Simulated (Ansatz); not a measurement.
Ansatz (a quantum-chemistry and plane-wave program) input (B3LYP-D3(BJ)/def2-TZVP):

Ansatz 0.2 input:
```yaml
crystal:
  periodic: [false, false, false]
  atoms:
    - {symbol: Rb, position_ang: [-1.06422146, -0.79531599, -0.94919071]}
    - {symbol: I, position_ang: [1.09879491, 0.73436804, 0.92596014]}
basis:
  gaussian:
    orbitals: def2-TZVP
hamiltonian:
  xc: b3lyp
  dispersion: d3bj
total_charge: -1
magnetization: {spin_polarized: true, initial_magnetization: 1}
relax: {f_tol: 0.002, max_steps: 150}
```

End of the output:

```
these checks for a lower state are left out or cut short: starts, cluster_reference, orbital_swaps, neighbouring_geometries, increment
integrals: 0.03 GiB planned
735 factors; their error is unknown
mean field: 0.31 GiB planned
mean field evaluation 64: about -8762.5418 eV, gradient 6.7e-3 eV
mean field -8762.76523268 eV, -322.0256826852 hartree, gradient 2.7e-5 eV, S^2 0.750075; 0 other end points of the search recorded, 0 dependent functions left out
the calculation of the forces begins
reference -8762.76541685 eV, -322.0256894534 hartree; 18, 17 occupied and 65, 66 virtual orbitals, 735 factors
relax step   2: F+E_penalty+E_count = -8762.83287754 eV  Δ(F+E_penalty+E_count) = -3.688e-2 eV  max|allowed force component| = 2.170e-1 eV/Å  Δτ_max = 0.0417 Å  (34 SCF iters, accepted)
these checks for a lower state are left out or cut short: starts, cluster_reference, orbital_swaps, neighbouring_geometries, increment
integrals: 0.03 GiB planned
735 factors; their error is unknown
mean field: 0.31 GiB planned
mean field -8762.78802454 eV, -322.0265202709 hartree, gradient 1.1e-5 eV, S^2 0.750076; 0 other end points of the search recorded, 0 dependent functions left out
the calculation of the forces begins
reference -8762.78820935 eV, -322.0265270626 hartree; 18, 17 occupied and 65, 66 virtual orbitals, 735 factors
relax step   3: F+E_penalty+E_count = -8762.85497091 eV  Δ(F+E_penalty+E_count) = -2.209e-2 eV  max|allowed force component| = 5.740e-2 eV/Å  Δτ_max = 0.0556 Å  (33 SCF iters, accepted)
these checks for a lower state are left out or cut short: starts, cluster_reference, orbital_swaps, neighbouring_geometries, increment
integrals: 0.03 GiB planned
735 factors; their error is unknown
mean field: 0.31 GiB planned
mean field -8762.79054408 eV, -322.0266128623 hartree, gradient 2.3e-5 eV, S^2 0.750077; 0 other end points of the search recorded, 0 dependent functions left out
the calculation of the forces begins
reference -8762.79072922 eV, -322.0266196661 hartree; 18, 17 occupied and 65, 66 virtual orbitals, 735 factors
relax step   4: F+E_penalty+E_count = -8762.85706352 eV  Δ(F+E_penalty+E_count) = -2.093e-3 eV  max|allowed force component| = 1.159e-2 eV/Å  Δτ_max = 0.0322 Å  (33 SCF iters, accepted)
these checks for a lower state are left out or cut short: starts, cluster_reference, orbital_swaps, neighbouring_geometries, increment
integrals: 0.03 GiB planned
735 factors; their error is unknown
mean field: 0.31 GiB planned
mean field -8762.79056879 eV, -322.0266137702 hartree, gradient 1.9e-5 eV, S^2 0.750077; 0 other end points of the search recorded, 0 dependent functions left out
the calculation of the forces begins
reference -8762.79075387 eV, -322.0266205718 hartree; 18, 17 occupied and 65, 66 virtual orbitals, 735 factors
relax step   5: F+E_penalty+E_count = -8762.85716743 eV  Δ(F+E_penalty+E_count) = -1.039e-4 eV  max|allowed force component| = 8.001e-6 eV/Å  Δτ_max = 0.0059 Å  (34 SCF iters, accepted)
integrals: 0.03 GiB planned
735 factors; their error is unknown
mean field: 0.31 GiB planned
mean field evaluation 96: about -8762.5663 eV, gradient 2.2e-4 eV
mean field evaluation 128: about -8761.9716 eV, gradient 1.2e-1 eV
mean field -8762.79056879 eV, -322.0266137702 hartree, gradient 2.0e-5 eV, S^2 0.750077; 7 other end points of the search recorded, 0 dependent functions left out
the calculation of the forces begins
reference -8762.79075387 eV, -322.0266205718 hartree; 18, 17 occupied and 65, 66 virtual orbitals, 735 factors
Total energy: -8762.85735251 eV, -322.0290680266 hartree
Atom 0 at    -1.146556    -0.853543    -1.020568 Å, force    -0.000008    -0.000006    -0.000007 eV/Å
Atom 1 at     1.181129     0.792595     0.997337 Å, force     0.000008     0.000006     0.000007 eV/Å
Dipole moment:     0.429945     0.304057     0.372725 e Å
```
